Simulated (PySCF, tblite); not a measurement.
Isomers of [C5H5F3O2]+ (charge +1 and doublet state), one GFN2-xTB conformer each. Single-point energies are computed at B3LYP/pcH-1 (PySCF, gas phase, no added dispersion term), electronic only. GFN2-xTB treats the open shell by occupation alone, and not every SCF solution was tested for stability.

```
                       SMILES  GFN2-xTB relative energy (kJ/mol)
C[C@@H](C(=O)O)[C+](F)[C](F)F                                0.0
      CC(=O)O[C+](F)[CH]C(F)F                               21.6
  [O+]=C([C@@H]1CCO1)C(F)(F)F                               83.8
```

Conformers: `[CH3:1][C@@H:2]([C:3](=[O:4])[OH:5])[C+:6]([F:7])[C:8]([F:9])[F:10]` (charge +1 and doublet state) with C1–C2–C3–O4 85°, C2–C3–O5–H 177°, C1–C2–C6–F7 -18°, C2–C6–C8–F9 0°; `[CH3:1][C:2](=[O:3])[O:4][C+:5]([F:6])[CH:7][CH:8]([F:9])[F:10]` (charge +1 and doublet state) with C1–C2–O4–C5 -179°, C2–O4–C5–F6 21°, O4–C5–C7–C8 4°, C5–C7–C8–F9 146°; `[O+:1]=[C:2]([C@@H:3]1[CH2:4][CH2:5][O:6]1)[C:7]([F:8])([F:9])[F:10]` (charge +1 and doublet state) with O1–C2–C3–C4 -72°.

Problem. What does B3LYP/pcH-1 give for the same structures?

Solution. 
```json
{"SMILES": "CC(=O)O[C+](F)[CH]C(F)F", "B3LYP/pcH-1 E (Eh)": "-643.19495", "B3LYP/pcH-1 (kJ/mol)": "0.0", "GFN2-xTB (kJ/mol)": "21.6", "point group": "C1"}
{"SMILES": "C[C@@H](C(=O)O)[C+](F)[C](F)F", "B3LYP/pcH-1 E (Eh)": "-643.18567", "B3LYP/pcH-1 (kJ/mol)": "24.4", "GFN2-xTB (kJ/mol)": "0.0", "point group": "C1"}
{"SMILES": "[O+]=C([C@@H]1CCO1)C(F)(F)F", "B3LYP/pcH-1 E (Eh)": "-643.14377", "B3LYP/pcH-1 (kJ/mol)": "134.4", "GFN2-xTB (kJ/mol)": "83.8", "point group": "C1"}
```

GFN2-xTB puts C[C@@H](C(=O)O)[C+](F)[C](F)F lowest instead; measured from each level's own lowest isomer, the values differ by up to 50.6 kJ/mol ([O+]=C([C@@H]1CCO1)C(F)(F)F: 83.8 against 134.4). As drawn, the highest has a four-membered ring, which the lowest lacks.

Problem. What happens when harmonic zero-point energies from GFN2-xTB frequencies are added?

Solution. 
| SMILES | ZPE (kJ/mol) | electronic (kJ/mol) | with ZPE (kJ/mol) |
| --- | --- | --- | --- |
| CC(=O)O[C+](F)[CH]C(F)F | 239.6 | 0.0 | 0.0 |
| C[C@@H](C(=O)O)[C+](F)[C](F)F | 248.3 | 24.4 | 33.1 |
| [O+]=C([C@@H]1CCO1)C(F)(F)F | 248.0 | 134.4 | 142.8 |

The zero-point energies span 8.7 kJ/mol. The order is unchanged.
